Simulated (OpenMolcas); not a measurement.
# 3d ions of charge +3 along the row

* Program: OpenMolcas 26.06
* Method: MS-CASPT2, IPEA 0.25 Eh, imaginary shift 0.1 Eh
* Basis: ANO-R2
* Scalar Hamiltonian: X2C, finite nucleus
* Spin-orbit coupling: state interaction with AMFI integrals over the reference wave functions, term energies averaged over their components

Active space: the 3d shell; CASPT2 also correlates the outermost closed s and p core shells.

B and C come from two terms' centres of gravity (d2, d8: 3P = 15B, 1G = 12B + 2C; d3, d7: 4P = 15B, 2G = 4B + 3C; d4, d6: 3G = 9B + 4C, 3H = 4B + 4C; d5: 4D = 17B + 5C, 4G = 10B + 5C, above the ground term), where all their levels are at least 80 % pure. ζ = ±2S·A comes from the whole width of the ground multiplet by E(J) = (A/2) J(J+1), where its levels are at least 85 % pure. Energies in cm-1.

```
 Ion  Configuration  Lowest level  Weight (%)     B  B measured     C  C measured    ζ  ζ measured
Cr3+            3d³        ⁴F_3/2         100   954         917  3748        3677  290         270
Mn3+            3d⁴           ⁵D₀         100   885         839  4464        4401  378         354
Fe3+            3d⁵        ⁶S_5/2         100   950              4767                             
Co3+            3d⁶           ⁵D₄         100  1099              4838              583         597
Ni3+            3d⁷        ⁴F_9/2         100  1155        1146  4755        4863  732         749
```

Measured columns use the levels in Sugar and Corliss, J. Phys. Chem. Ref. Data 6, 317 (1977) (Cr3+); Corliss and Sugar, J. Phys. Chem. Ref. Data 6, 1253 (1977) (Mn3+); Sugar and Corliss, J. Phys. Chem. Ref. Data 10, 1097 (1981) (Co3+); Corliss and Sugar, J. Phys. Chem. Ref. Data 10, 197 (1981) (Ni3+).

The computed B goes from 954 (Cr3+) to 1155 cm-1 (Ni3+), a factor of 1.21, though not at every step. It departs from the measured column by +1 to +6 %. The Trees term is left out, which lowers the B read from the levels of every ion, most for d4 to d6. The pair of terms that fixes B changes along the row, so steps between ions also reflect that choice.

The computed ζ goes from 290 (Cr3+) to 732 cm-1 (Ni3+), a factor of 2.52, rising at every step. It departs from the measured column by -2 to +7 %.

CASPT2 breaks the degeneracy within a term, and the mean is taken; among the low terms the widest spread is 1200 cm-1 (3d⁴ ¹I, Mn3+). The CASPT2 spread within a term exceeds the gap to the next term for 3d⁴ ³H and 3d⁴ ³P(1), 3d⁴ ¹G(1) and 3d⁴ ³D, 3d⁴ ³D and 3d⁴ ¹I and others, so the order of their levels is uncertain, and so are names and mixing where such terms share a J (figures for Mn3+; the like holds for Co3+, Ni3+). Blocks of more than 70 roots (2S+1 = 2 even) ran without multistate coupling (holds for Fe3+). Measured partners are found by configuration, term and J. A level has none where our copy of the source lacks it or the pairing is in doubt (some pairs that miss far off the trend of their configuration count as doubtful), and it then counts in no deviation. Levels of configurations outside the active space are missing.

A number in round brackets counts repeated terms of one configuration in the order of the reference energies.
